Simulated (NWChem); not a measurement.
System meant: C₂H₇GeN; SMILES C=[CH][GeH2][NH2]

Here is an NWChem input.

```
start job
memory heap 200 mb stack 900 mb global 1100 mb
geometry units angstroms noautosym nocenter noautoz
  Ge     0.343615     0.423594     0.015481
  N     -0.967124     1.749406     0.107733
  C     -0.277427    -1.359307    -0.505308
  C     -0.239905    -2.409706     0.321558
  H      1.378919     0.951900    -1.009180
  H      0.959369     0.306296     1.431711
  H     -1.734891     1.486601     0.722381
  H     -1.364342     1.959467    -0.805572
  H     -0.677726    -1.498699    -1.511038
  H      0.149316    -2.331213     1.335819
  H     -0.589413    -3.399313     0.027375
end
basis spherical
  Ge library def2-svp
  N library def2-svp
  C library def2-svp
  H library def2-svp
end
dft
  xc xtpss03 ctpss03
  iterations 150
end
property
  shielding
end
task dft property
```

End of the output:

```
 Vector   32  Occ=0.000000D+00  E= 5.518307D-02
              MO Center=  2.2D-01, -5.2D-01, -1.8D-03, r^2= 6.8D+00
   Bfn.  Coefficient  Atom+Function         Bfn.  Coefficient  Atom+Function
  ----- ------------  ---------------      ----- ------------  ---------------
    49      1.212960   3 C  s                16      0.883377   1 Ge py
    63      0.840685   4 C  s                76     -0.791691   5 H  s
    96     -0.697449   9 H  s               106     -0.682886  11 H  s
    15      0.664488   1 Ge px              101     -0.600356  10 H  s
     4      0.449223   1 Ge s                68     -0.304149   4 C  py

 center of mass
 --------------
 x =   0.05966381 y =   0.12765054 z =   0.01018040

 moments of inertia (a.u.)
 ------------------
         666.982864506647           9.662582796292          -2.548975515917
           9.662582796292         159.855089422962          -0.142971759785
          -2.548975515917          -0.142971759785         735.032736628209

     Multipole analysis of the density
     ---------------------------------

     L   x y z        total         alpha         beta         nuclear
     -   - - -        -----         -----         ----         -------
     0   0 0 0     -0.000000    -29.000000    -29.000000     58.000000

     1   1 0 0     -0.498597      0.465914      0.465914     -1.430424
     1   0 1 0     -0.391376     -0.821009     -0.821009      1.250641
     1   0 0 1     -0.200736     -0.420222     -0.420222      0.639708

     2   2 0 0    -26.951745    -48.570152    -48.570152     70.188559
     2   1 1 0     -0.815846      3.929314      3.929314     -8.674474
     2   1 0 1      0.619305     -1.215765     -1.215765      3.050835
     2   0 2 0    -29.393581   -192.136846   -192.136846    354.880110
     2   0 1 1     -1.333480      1.061793      1.061793     -3.457065
     2   0 0 2    -26.911468    -32.290861    -32.290861     37.670254

          -----------------------------------------
          Chemical Shielding Tensors (GIAO, in ppm)
          -----------------------------------------

 ------------------------------------------------------------------------
  xtpss03: d2 not coded                    0
 ------------------------------------------------------------------------
 ------------------------------------------------------------------------
  current input line :
    29: task dft property
 ------------------------------------------------------------------------
 ------------------------------------------------------------------------
 This error has not yet been assigned to a category
 ------------------------------------------------------------------------
 For more information see the NWChem manual at https://nwchemgit.github.io

0: xtpss03: d2 not coded:Received an Error in Communication
```

Q: Can this run be used? If not, why, and what is the fix?

A: The program stopped with an error. Cause: this functional's second derivatives, which shieldings need, aren't coded here; the fix takes a hybrid GGA instead. This input runs:
```
start job
memory heap 200 mb stack 900 mb global 1100 mb
geometry units angstroms noautosym nocenter noautoz
  Ge     0.343615     0.423594     0.015481
  N     -0.967124     1.749406     0.107733
  C     -0.277427    -1.359307    -0.505308
  C     -0.239905    -2.409706     0.321558
  H      1.378919     0.951900    -1.009180
  H      0.959369     0.306296     1.431711
  H     -1.734891     1.486601     0.722381
  H     -1.364342     1.959467    -0.805572
  H     -0.677726    -1.498699    -1.511038
  H      0.149316    -2.331213     1.335819
  H     -0.589413    -3.399313     0.027375
end
basis spherical
  * library def2-svp
end
dft
  xc pbe0
  iterations 150
end
property
  shielding
end
task dft property
```
It converges to -2211.36716 Ha (PBE0/def2-SVP, GIAO).
